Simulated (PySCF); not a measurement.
## Related systems: N-doped PAH

All values: TDDFT PBE0/def2-SVP, gas phase, PySCF SCF with an in-house response code, fitting set def2-universal-JFIT up to Ne and JKFIT beyond, grid level 1 (kernel 0), vertical, one conformer each, geometries GFN2-xTB; core orbitals frozen in the response, virtual orbitals above 1.5 Eh left out. The lowest 6 singlets were sought, and the brightest is taken among them. The runs took 0.6 to 1 CPU minutes each on shared server CPUs.

Some members have dark charge-transfer states, which this functional places too low.

```tsv
system	formula	HOMO-LUMO gap / eV	S1 / eV	HOMO / eV	LUMO / eV	brightest singlet sought / eV
c1cc2cccc3c4ncnc5nncc(c(c1)c23)c54	C16H8N4	3.08	1.94	-6.36	-3.28	3.05
C=c1ccc2cccc3c4c(=C)ccc5cccc(c1c23)c54	C22H14	2.55	2.30	-5.06	-2.51	2.30
N#Cc1cc2cccc3c4cccc5cccc(c(c1)c23)c54	C21H11N	3.27	2.90	-5.81	-2.54	2.90
O=c1cc2c(=O)ccc3c-2c(c1)c1cccc2cccc3c21	C20H10O2	2.41	1.94	-6.23	-3.82	2.07
```
